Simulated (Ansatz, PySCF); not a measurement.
Al(Cl)(OH)(OSiH3) (AlClH₄O₂Si), SMILES [OH][Al]([Cl])[O][SiH3].

Geometry optimised at PBE0-D3(BJ)/def2-SVP. The structure was generated by enumeration; whether it is a known compound was not checked. One conformer was computed; it need not be the lowest.

Vertical ionisation energy (IE) and electron affinity (EA) in eV. Rows of orbital energies are one-electron estimates. Where ΔSCF, EOM or ADC give a negative EA the extra electron is unbound and the value depends on the basis.

```tsv
level	IE	EA
−ε(HOMO), −ε(LUMO), HF/def2-TZVP (PySCF)	12.43	-2.01
−ε(HOMO), −ε(LUMO), PBE/def2-TZVP (PySCF)	7.41	1.79
ΔSCF, PBE0/def2-SVPD (Ansatz), final states of multiplicity 2 and 2	10.84	-0.07
ΔSCF, PBE/def2-SVPD (Ansatz), final states of multiplicity 2 and 2	10.20	0.11
```

Q: What vertical singlet–triplet gap does ΔSCF give with PBE0/def2-SVPD (Ansatz, a program for electronic structure) and with PBE/def2-SVPD (Ansatz)? (Estimate from the structure and the level; the computed values follow.)

A: 6.42 and 5.60 eV (triplet above singlet where positive).
